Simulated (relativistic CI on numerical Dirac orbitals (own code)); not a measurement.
# Radial parameters of Ce LVI

These numbers are calculated, not measured: Dirac-Coulomb-Breit CI, KLI orbitals optimised for each configuration, model QED (radiative potential, 1s self-energy scaled to tabulated hydrogen-like ionisation energies), unscaled Slater integrals (own radial code, finite nucleus).

Slater integrals F^k, G^k are unscaled and averaged over j, outside the closed core 1s2; ζ comes from projecting the Hamiltonian with its Breit term on Σ l·s of the shell.

- 2p: ζ(2p) = 2.7311e+06 cm⁻¹; <r>(2p) = 0.08549, <r^2>(2p) = 0.008846 (bohr units).
- 3p: ζ(3p) = 812240 cm⁻¹; <r>(3p) = 0.2157, <r^2>(3p) = 0.05387 (bohr units).
- 3d: ζ(3d) = 146050 cm⁻¹; <r>(3d) = 0.1849, <r^2>(3d) = 0.03915 (bohr units).

Averages of the first 10 configurations, taken without configuration mixing, which lowers the lowest level and can move excited configurations by several eV; other configurations of the list can lie among them:

```tsv
Configuration	Parity	States	Average energy above the lowest level (eV)
2s	even	2	0.0
2p	odd	6	472.0
3s	even	2	6451.7
3p	odd	6	6589.0
3d	even	10	6677.6
4s	even	2	8673.5
4p	odd	6	8730.8
4d	even	10	8768.1
4f	odd	14	8781.4
5s	even	2	9689.7
```
